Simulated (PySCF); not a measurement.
## How methods differ on the excitation energy of Mn

Mn [Ar] 3d5 4s2 (6S) → Mn [Ar] 3d7 (4F), as a difference of total energies. Computed with PySCF 2.14 in def2-QZVPPD (11s6p5d4f2g, 100 functions), with the non-relativistic Hamiltonian (point nucleus). Correlated levels: valence: [Ar] frozen; valence and next inner shell: [Ne] frozen. The calculations carry no spin-orbit coupling.

```
                                method  excitation energy (cm⁻¹)
                                   UHF                     70047
                                   LDA                     33585
                                   PBE                     32593
                                  PBE0                     40649
                                r2SCAN                     39027
                                 M06-L                     41766
                                  BP86                     31631
                                 TPSSh                     35146
                                  TPSS                     31817
                         MP2 (valence)                     45503
                     SCS-MP2 (valence)                     43224
    MP2 (valence and next inner shell)                     39664
SCS-MP2 (valence and next inner shell)                     40118
```

A first-order spin-orbit estimate (lowest level to lowest level, LS coupling) adds -0.059 eV.
